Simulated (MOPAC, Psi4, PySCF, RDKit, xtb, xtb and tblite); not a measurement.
Two geometries of SMILES OB(O)[SiH2][SiH2][SiH3] (H9BO2Si3), relaxed at GFN2-xTB with one dihedral held; other torsions can differ between them too.

Structure A

```
15

O      1.6719     0.2183     1.4013
B      1.7330     0.6502     0.1222
O      2.7165     1.4719    -0.3292
Si     0.3626     0.1838    -1.2031
Si    -0.0780     2.0436    -2.5334
Si     1.3621     3.8266    -2.2044
H      2.3610     0.4973     2.0109
H      3.4062     1.7514     0.2782
H      0.7969    -0.9142    -2.0908
H     -0.8784    -0.3558    -0.6209
H     -0.0775     1.6878    -3.9632
H     -1.4591     2.5245    -2.3359
H      1.0015     5.0545    -2.9233
H      2.7446     3.5469    -2.5985
H      1.4140     4.2320    -0.7923
```

Structure B

```
15

O     -1.0703     0.8723    -0.9123
B     -1.7897     0.2902     0.0754
O     -3.1308     0.5246     0.0656
Si    -0.7165    -0.7832     1.3346
Si     1.5137    -0.7062     0.7035
Si     2.0243     0.9324    -0.8477
H     -1.5655     1.4070    -1.5371
H     -3.6618     0.1253     0.7513
H     -1.2219    -2.1689     1.4451
H     -0.8975    -0.3228     2.7290
H      1.9311    -2.0224     0.1839
H      2.3713    -0.5531     1.8935
H      3.4713     1.1424    -0.9985
H      1.5431     0.6263    -2.1960
H      1.4883     2.2448    -0.4751
```

Question: Which is lower in energy at the level B3LYP-D3(BJ)/def2-TZVP // GFN2-xTB in Psi4 1.11, and by how much?

Answer: B is lower, by 2.82 kcal/mol (dihedral O1–B2–Si4–Si5: 140° in A, 0° in B).

E(B) − E(A) in kcal/mol at the other levels, on the same two geometries: GFN2-xTB (xtb and tblite) -0.02; B3LYP/def2-TZVP // GFN2-xTB (Psi4) -2.64; PBE/def2-TZVP // GFN2-xTB (Psi4) -2.86; PBE-D3(BJ)/def2-TZVP // GFN2-xTB (Psi4) -2.95; UFF // GFN2-xTB (RDKit) 0.92; PM6, restricted, heats of formation // GFN2-xTB (MOPAC) -1.01; PM7, restricted, heats of formation // GFN2-xTB (MOPAC) 1.98; GFN1-xTB // GFN2-xTB (xtb) -1.60; restricted B3LYP/6-31G*, spherical d, density fitting // GFN2-xTB (PySCF) -3.17; restricted LDA (SVWN5)/6-31G*, spherical d, density fitting // GFN2-xTB (PySCF) -4.28; restricted Hartree-Fock/STO-3G // GFN2-xTB (PySCF) -2.53; restricted M06-2X/6-31G*, spherical d, density fitting // GFN2-xTB (PySCF) -3.69.
